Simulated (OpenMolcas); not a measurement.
Cr⁴⁺: the spin-orbit constant, worked from levels

```json
{
  "Program": "OpenMolcas",
  "Basis": "ANO-R2 [6s4p4d2f]",
  "Scalar Hamiltonian": "X2C, finite nucleus",
  "Active space": "2 electrons in 10 orbitals (3d 4d)",
  "State averaging": "2S+1 = 3 even, 10 roots; 2S+1 = 1 even, 15 roots",
  "Spin-orbit coupling": "state interaction with AMFI integrals over the reference wave functions, term energies averaged over their components"
}
```

Methods: CASSCF; SS-CASPT2, IPEA 0.25 Eh, imaginary shift 0.1 Eh (closed shells correlated: 3s 3p). Measured levels: Sugar and Corliss, J. Phys. Chem. Ref. Data 6, 317 (1977).

**The spin-orbit constant.** For the Hund term ³F of d2, E(J) = (A/2) J(J+1) + constant and ζ = 2S·A = 2A. From J = 2 to J = 4 the energy changes by 7 A.

```tsv
Source	E(4) - E(2)	A	ζ
CASSCF	1173.4	167.6	335
SS-CASPT2	1176.0	168.0	336
measured	1141.7	163.1	326
```

All in cm-1. SS-CASPT2 is off by +3.0 % and CASSCF by +2.8 %. Both methods take the spin-orbit matrix elements from the reference wave functions, so the second can move ζ only through the term energies and any multistate remixing. Second-order mixing with other terms is absorbed into this ζ.

Term energies are means over components that CASPT2 splits; among the terms shown or strongly mixed into the levels shown the widest spread is 700 cm-1 (3d² ³F, SS-CASPT2). Active for correlation alone: 4d; no level in the range computed is led by a configuration that fills it, so any true level of that kind is missing. Without dynamic correlation excited terms often stand tens of per cent too high (terms of higher spin than the ground term too low), and those without a measured partner can miss by more than the paired ones (holds for CASSCF). Measured partners are found by configuration, term and J. A level has none where our copy of the source lacks it or the pairing is in doubt (some pairs that miss far off the trend of their configuration count as doubtful), and it then counts in no deviation. Only configurations of the active space appear.
